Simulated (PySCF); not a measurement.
Species: C3H5ClOSi.
Atom-mapped SMILES: `[OH:1][Si@H:2]1[CH2:3][CH:4]=[C:5]1[Cl:6]` (hydrogens: H7 on O1; H8 on Si2; H9, H10 on C3; H11 on C4)

Theory: PBE0-D3(BJ)/def2-SVP geometry optimisation, gas phase in PySCF.

(1) List the bond lengths, angles and torsions at this level.

Answers

(1) 
```
  bond  length (pm)
O1–Si2        166.0
Si2–C3        190.6
 C3–C4        151.6
 C4=C5        135.1
C5–Cl6        171.5
Si2–C5        186.9
 O1–H7         96.2
Si2–H8        148.6
 C3–H9        110.3
C3–H10        110.3
C4–H11        109.8
```

A selection of angles:
```
     angle  degrees
 Si2–O1–H7    117.1
 O1–Si2–C3    121.3
 O1–Si2–C5    121.4
 O1–Si2–H8    104.1
 C3–Si2–C5     75.6
 C3–Si2–H8    116.8
 C5–Si2–H8    116.7
 Si2–C3–C4     85.2
 Si2–C3–H9    116.1
Si2–C3–H10    118.0
  C4–C3–H9    113.5
 C4–C3–H10    114.7
 H9–C3–H10    108.2
  C3–C4–C5    107.4
 C3–C4–H11    125.8
 C5–C4–H11    126.8
 C4–C5–Cl6    127.6
 Si2–C5–C4     91.5
Si2–C5–Cl6    140.7
```

Torsions: O1–Si2–C3–C4 122° (anticlinal); Si2–C3–C4–C5 -5° (synperiplanar); C3–C4–C5–Cl6 -179° (antiperiplanar); O1–Si2–C5–C4 -122° (anticlinal); H7–O1–Si2–C3 -51° (synclinal).

The 2 C–Si bonds span 1.869 Å (Si2–C5, drawn single) to 1.906 Å (Si2–C3, drawn single), a spread of 0.037 Å. The 4-membered ring Si2–C3–C4–C5 has internal angles of 75.6° to 107.4°; it is slightly puckered (a soft mode that the optimisation may not have finished), 0.03 Å rms from its mean plane, widest ring torsion 5°. Si2 (oxygen-bound silicon) has angles from 75.6° to 121.4°. The C–C distances run from 1.351 Å (C4=C5, drawn double) to 1.516 Å (C3–C4, drawn single), a spread of 0.165 Å.

Point group: C1 (no symmetry element, even within 0.4 Å). PBE0-D3(BJ)/def2-SVP frequencies: not computed here. The numbers are those of one conformer (H–O1–Si2–C3 -51°).
